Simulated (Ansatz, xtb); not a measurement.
# Two isomers of C6H6BF

Structure X is `Bc1cccc(F)c1`, a singlet and structure Y is `Bc1ccccc1F`, a singlet. Both are isolated molecules in the gas phase, relaxed with r2SCAN-D4/def2-SVP; the shapes shown needn't be the lowest conformers.

X (Å):

```xyz
14

C    -1.5262   -0.3524    0.1108
C    -0.7142   -0.5617    1.2507
C     0.5967   -1.0246    1.1291
C     1.1311   -1.2908   -0.1361
C     0.3344   -1.0860   -1.2635
C    -0.9724   -0.6258   -1.1614
B    -2.9758    0.1596    0.2466
F     0.8510   -1.3425   -2.4728
H    -3.4364    0.3889    1.3404
H    -3.6541    0.3327   -0.7390
H    -1.1289   -0.3545    2.2416
H     1.2146   -1.1824    2.0178
H     2.1541   -1.6542   -0.2661
H    -1.5593   -0.4800   -2.0727
```

Y (Å):

```yaml
atoms:
  - { symbol: C, position_ang: [-1.5648, -0.7219, 0.1493] }
  - { symbol: C, position_ang: [-0.6741, -0.5675, 1.2410] }
  - { symbol: C, position_ang: [0.7014, -0.4383, 1.0642] }
  - { symbol: C, position_ang: [1.2326, -0.4605, -0.2328] }
  - { symbol: C, position_ang: [0.3970, -0.6106, -1.3421] }
  - { symbol: C, position_ang: [-0.9741, -0.7373, -1.1316] }
  - { symbol: B, position_ang: [-3.0823, -0.8625, 0.3730] }
  - { symbol: F, position_ang: [-1.7515, -0.8794, -2.2083] }
  - { symbol: H, position_ang: [-3.5011, -0.8396, 1.5066] }
  - { symbol: H, position_ang: [-3.8500, -0.9931, -0.5462] }
  - { symbol: H, position_ang: [-1.0981, -0.5512, 2.2500] }
  - { symbol: H, position_ang: [1.3634, -0.3205, 1.9261] }
  - { symbol: H, position_ang: [2.3116, -0.3599, -0.3847] }
  - { symbol: H, position_ang: [0.7870, -0.6310, -2.3625] }
```

Energies in hartree; the thermal terms are from GFN2-xTB frequencies at re-optimised GFN2-xTB minima (ideal gas, soft modes damped towards free rotors, one conformer each, 298.15 K, 1 atm) and include the zero-point energy:

|  | X | Y |
| --- | --- | --- |
| E, CCSD(T)/def2-SVP | −355.666317 | −355.668390 |
| E, MP2/def2-SVP | −355.574945 | −355.576757 |
| E, MP2/def2-TZVPP | −356.222872 | −356.223597 |
| zero-point energy | 0.099740 | 0.099839 |
| H(298 K) − E | 0.107882 | 0.108003 |
| G(298 K) − E | 0.068613 | 0.068657 |

Task: Correct the CCSD(T) difference for the basis set by the MP2 change, then work out ΔE, ΔE₀, ΔH and ΔG for X → Y in kJ/mol (1 Eh = 2625.50 kJ/mol) and the equilibrium ratio [Y]/[X].

Result: 1. Differences Y − X: CCSD(T) −0.002073, MP2 in the small set −0.001812, MP2 in the large set −0.000725 Eh.
2. ΔE = −0.002073 + (−0.000725 − (−0.001812)) = −0.000986 Eh = −2.59 kJ/mol.
3. ΔE₀ = ΔE + ΔZPE = −0.000986 + (+0.000099) Eh = −2.33 kJ/mol.
4. ΔH = ΔE + (+0.000121) Eh = −2.27 kJ/mol.
5. ΔG = ΔE + (+0.000044) Eh = −2.47 kJ/mol, so ΔS = (ΔH − ΔG)/T = +0.7 J/(mol K).
6. kT = 0.9442 mEh, so K = [Y]/[X] = exp(−ΔG/kT) = exp(+1.00) ≈ 2.7.

The two are too close for this level to say which is favoured. An error of 4 kJ/mol in ΔG would change K by a factor of 5. Mirror images and further conformers aren't counted.

As drawn, both hold the same kinds of bond in the same numbers.

Other levels gave ΔE = −1.9 (GFN2-xTB); −8.4 (HF/STO-3G, GFN2-xTB geometries); −7.6 (r2SCAN-D4/def2-SVP//GFN2-xTB); −7.4 (r2SCAN-D4/def2-SVP); −6.4 (HF/def2-SVP); −4.8 (MP2/def2-SVP); −5.4 (CCSD(T)/def2-SVP) kJ/mol. The correlated steps freeze 8 core orbitals. Programs: Ansatz 0.2.0, xtb 6.7.1.
